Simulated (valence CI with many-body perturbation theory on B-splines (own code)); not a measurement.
**E1 transitions of Ta⁵⁸⁺**

Level of theory: configuration interaction combined with many-body perturbation theory (CI+MBPT): five valence electrons over a frozen Dirac-Fock core [Ne], radial functions for each j: 11 s, 11 p, 10 d, 8 f, 5 g, 2 h, with the one-electron correlation potential Σ1, the two-electron term Σ2, the three-electron term Σ3, Breit, model QED; selected CI, second order for the rest, scaled by the run's own slope (own B-spline code, finite nucleus).

No measured spectrum was set against this ion. As an estimate, large intervals hold to a few tenths of a per cent, small ones and those within an open d or f shell to about a per cent. Among the levels kept, up to 3200 cm⁻¹ of a level comes from second order outside the variational space, and about a tenth of that is noise between levels of different J, which matters for small intervals.

Lines 151 to 200 of 564 in falling wavelength, among levels below 1295.2 eV, chosen from the strongest by gf and those to the six lowest levels. Wavelengths and rates use the calculated energies. Electric multipoles are in the length gauge with retardation, E1 and E2 with the static RPA response of the core. Weak lines are less certain than strong ones. Lines between different terms over intervals too small for the method are left out, as are lines whose strength nearly cancels. The highest levels of a list are the least certain.

Levels are named by their leading jj configuration (3d3/2^4 stands for four electrons in 3d with j = 3/2), which in mixed levels can hold well under half, so a name can repeat and another be missing. Letters in brackets count levels of one name in rising energy.

| λ vac (nm) | Upper | Lower | A (s⁻¹) | log gf | Branch % |
| --- | --- | --- | --- | --- | --- |
| 3.939 | (3s 3p1/2^2 3p3/2 3d5/2) J=5/2 [a] | (3s 3p1/2^2 3p3/2^2) J=5/2 | 1.59e+11 | -0.65 | 41.9 |
| 3.937 | (3s 3p1/2 3p3/2^2 3d5/2) J=3/2 [b] | (3s 3p1/2 3p3/2^3) J=5/2 | 1.24e+11 | -0.94 | 7.6 |
| 3.932 | (3s^2 3p1/2 3p3/2 3d5/2) J=5/2 [a] | (3s^2 3p1/2 3p3/2^2) J=3/2 | 5.13e+10 | -1.15 | 32.0 |
| 3.915 | (3s 3p1/2^2 3p3/2 3d5/2) J=1/2 | (3s 3p1/2^2 3p3/2^2) J=1/2 | 2.76e+11 | -0.90 | 78.9 |
| 3.900 | (3s^2 3p1/2 3d3/2 3d5/2) J=7/2 [a] | (3s^2 3p1/2 3p3/2 3d3/2) J=5/2 [a] | 1.99e+11 | -0.44 | 59.5 |
| 3.897 | (3s 3p1/2^2 3d3/2 3d5/2) J=3/2 [b] | (3s 3p1/2^2 3p3/2 3d3/2) J=3/2 [b] | 1.22e+11 | -0.95 | 40.2 |
| 3.894 | (3s^2 3p1/2 3p3/2 3d5/2) J=3/2 [b] | (3s^2 3p1/2 3p3/2^2) J=1/2 | 2.45e+11 | -0.65 | 70.8 |
| 3.893 | (3s^2 3p1/2 3d3/2 3d5/2) J=5/2 [a] | (3s^2 3p1/2 3p3/2 3d3/2) J=3/2 [a] | 1.52e+11 | -0.68 | 35.8 |
| 3.893 | (3s 3p1/2 3p3/2^2 3d5/2) J=1/2 [c] | (3s 3p1/2 3p3/2^3) J=3/2 [b] | 1.80e+11 | -1.09 | 9.7 |
| 3.888 | (3s 3p1/2 3p3/2^2 3d5/2) J=5/2 [c] | (3s 3p1/2 3p3/2^3) J=5/2 | 5.65e+10 | -1.11 | 3.2 |
| 3.886 | (3s^2 3p3/2 3d3/2 3d5/2) J=3/2 [b] | (3s^2 3p3/2^2 3d3/2) J=3/2 [b] | 2.94e+11 | -0.58 | 8.4 |
| 3.878 | (3s 3p1/2^2 3d3/2 3d5/2) J=7/2 [a] | (3s 3p1/2^2 3p3/2 3d3/2) J=5/2 [a] | 1.77e+11 | -0.50 | 69.0 |
| 3.877 | (3s^2 3p1/2 3d3/2 3d5/2) J=9/2 | (3s^2 3p1/2 3p3/2 3d3/2) J=7/2 | 2.62e+11 | -0.23 | 92.7 |
| 3.875 | (3s^2 3p1/2 3d3/2 3d5/2) J=3/2 [b] | (3s^2 3p1/2 3p3/2 3d3/2) J=3/2 [b] | 5.63e+10 | -1.29 | 1.2 |
| 3.873 | (3s 3p1/2 3p3/2^2 3d5/2) J=3/2 [a] | (3s 3p1/2 3p3/2^3) J=3/2 [a] | 1.56e+11 | -0.85 | 13.2 |
| 3.869 | (3s^2 3p1/2 3d3/2 3d5/2) J=3/2 [b] | (3s^2 3p1/2 3p3/2 3d3/2) J=1/2 [b] | 1.81e+11 | -0.79 | 3.8 |
| 3.868 | (3s^2 3p3/2 3d5/2^2) J=5/2 | (3s^2 3p3/2^2 3d5/2) J=7/2 | 1.17e+11 | -0.80 | 34.0 |
| 3.864 | (3s 3p1/2 3p3/2^2 3d5/2) J=1/2 [c] | (3s 3p1/2 3p3/2^3) J=1/2 | 2.36e+11 | -0.98 | 12.7 |
| 3.855 | (3s^2 3p1/2 3d5/2^2) J=7/2 | (3s^2 3p1/2 3p3/2 3d5/2) J=5/2 [a] | 2.89e+10 | -1.29 | 4.6 |
| 3.852 | (3s^2 3p1/2 3d3/2 3d5/2) J=5/2 [a] | (3s^2 3p1/2 3p3/2 3d3/2) J=5/2 [a] | 1.28e+11 | -0.77 | 30.2 |
| 3.849 | (3s^2 3p3/2 3d5/2^2) J=7/2 | (3s^2 3p3/2^2 3d5/2) J=9/2 | 9.21e+10 | -0.79 | 31.9 |
| 3.849 | (3s 3p1/2^2 3d5/2^2) J=1/2 | (3s 3p1/2^2 3p3/2 3d5/2) J=3/2 [b] | 3.12e+11 | -0.86 | 48.7 |
| 3.848 | (3s^2 3p1/2 3p3/2 3d5/2) J=1/2 | (3s^2 3p1/2 3p3/2^2) J=1/2 | 3.80e+11 | -0.77 | 77.3 |
| 3.847 | (3s 3p1/2^2 3p3/2 3d5/2) J=7/2 [a] | (3s 3p1/2^2 3p3/2^2) J=5/2 | 2.64e+11 | -0.33 | 80.8 |
| 3.846 | (3s 3p1/2^2 3d5/2^2) J=5/2 | (3s 3p1/2^2 3p3/2 3d5/2) J=3/2 [a] | 4.81e+10 | -1.19 | 8.9 |
| 3.846 | (3s 3p1/2^2 3d3/2 3d5/2) J=5/2 [a] | (3s 3p1/2^2 3p3/2 3d3/2) J=3/2 [a] | 1.86e+11 | -0.61 | 66.2 |
| 3.832 | (3s 3p1/2^2 3p3/2 3d5/2) J=5/2 [b] | (3s 3p1/2^2 3p3/2^2) J=3/2 | 4.04e+11 | -0.27 | 41.1 |
| 3.830 | (3s 3p1/2 3p3/2^2 3d5/2) J=3/2 [d] | (3s 3p1/2 3p3/2^3) J=3/2 [b] | 2.67e+11 | -0.63 | 7.2 |
| 3.829 | (3s 3p1/2^2 3p3/2 3d5/2) J=3/2 [b] | (3s 3p1/2^2 3p3/2^2) J=1/2 | 1.96e+11 | -0.76 | 17.9 |
| 3.828 | (3s^2 3p1/2 3p3/2 3d5/2) J=5/2 [b] | (3s^2 3p1/2 3p3/2^2) J=5/2 | 1.12e+11 | -0.83 | 16.1 |
| 3.826 | (3s^2 3p1/2 3d5/2^2) J=1/2 | (3s^2 3p1/2 3p3/2 3d5/2) J=1/2 | 1.56e+11 | -1.16 | 23.1 |
| 3.826 | (3s 3p1/2^2 3d5/2^2) J=5/2 | (3s 3p1/2^2 3p3/2 3d5/2) J=7/2 [a] | 5.84e+10 | -1.11 | 10.8 |
| 3.825 | (3s^2 3p3/2 3d5/2^2) J=7/2 | (3s^2 3p3/2^2 3d5/2) J=7/2 | 9.52e+10 | -0.78 | 33.0 |
| 3.824 | (3s 3p1/2 3p3/2^2 3d5/2) J=5/2 [b] | (3s 3p1/2 3p3/2^3) J=3/2 [a] | 1.53e+11 | -0.70 | 11.5 |
| 3.822 | (3s^2 3p1/2 3d3/2 3d5/2) J=7/2 [b] | (3s^2 3p1/2 3p3/2 3d3/2) J=5/2 [b] | 3.06e+11 | -0.27 | 8.6 |
| 3.816 | (3s^2 3p1/2 3d3/2 3d5/2) J=3/2 [a] | (3s^2 3p1/2 3p3/2 3d3/2) J=3/2 [a] | 1.90e+11 | -0.78 | 43.2 |
| 3.815 | (3s^2 3p1/2 3p3/2 3d5/2) J=7/2 [b] | (3s^2 3p1/2 3p3/2^2) J=5/2 | 4.49e+11 | -0.11 | 100.0 |
| 3.814 | (3s^2 3p1/2 3d3/2 3d5/2) J=3/2 [a] | (3s^2 3p1/2 3p3/2 3d3/2) J=1/2 [a] | 1.12e+11 | -1.01 | 25.5 |
| 3.805 | (3s^2 3p1/2 3d5/2^2) J=9/2 | (3s^2 3p1/2 3p3/2 3d5/2) J=9/2 | 1.21e+11 | -0.58 | 28.5 |
| 3.801 | (3s 3p1/2 3p3/2^2 3d5/2) J=5/2 [d] | (3s 3p1/2 3p3/2^3) J=5/2 | 1.95e+11 | -0.60 | 17.3 |
| 3.801 | (3s^2 3p3/2 3d3/2 3d5/2) J=5/2 [d] | (3s^2 3p3/2^2 3d3/2) J=3/2 [b] | 3.40e+11 | -0.36 | 11.9 |
| 3.795 | (3s 3p1/2^2 3d3/2 3d5/2) J=3/2 [a] | (3s 3p1/2^2 3p3/2 3d3/2) J=1/2 [a] | 1.73e+11 | -0.83 | 56.0 |
| 3.789 | (3s^2 3p1/2 3d3/2 3d5/2) J=1/2 | (3s^2 3p1/2 3p3/2 3d3/2) J=1/2 [a] | 2.84e+11 | -0.91 | 74.0 |
| 3.787 | (3s 3p1/2 3p3/2^2 3d5/2) J=7/2 [d] | (3s 3p1/2 3p3/2^3) J=5/2 | 3.26e+10 | -1.25 | 1.3 |
| 3.783 | (3s^2 3p3/2 3d5/2^2) J=9/2 | (3s^2 3p3/2^2 3d5/2) J=9/2 | 3.59e+11 | -0.11 | 53.7 |
| 3.782 | (3s^2 3p1/2 3d5/2^2) J=1/2 | (3s^2 3p1/2 3p3/2 3d5/2) J=3/2 [b] | 4.74e+11 | -0.69 | 70.3 |
| 3.777 | (3s^2 3p3/2 3d3/2 3d5/2) J=1/2 [b] | (3s^2 3p3/2^2 3d3/2) J=3/2 [b] | 4.23e+11 | -0.74 | 14.6 |
| 3.777 | (3s 3p1/2^2 3d3/2 3d5/2) J=9/2 | (3s 3p1/2^2 3p3/2 3d3/2) J=7/2 | 2.61e+11 | -0.25 | 77.5 |
| 3.771 | (3s 3p1/2^2 3d3/2 3d5/2) J=3/2 [a] | (3s 3p1/2^2 3p3/2 3d3/2) J=3/2 [a] | 6.12e+10 | -1.28 | 19.8 |
| 3.765 | (3s 3p1/2^2 3d5/2^2) J=1/2 | (3s 3p1/2^2 3p3/2 3d5/2) J=1/2 | 1.47e+11 | -1.20 | 23.0 |
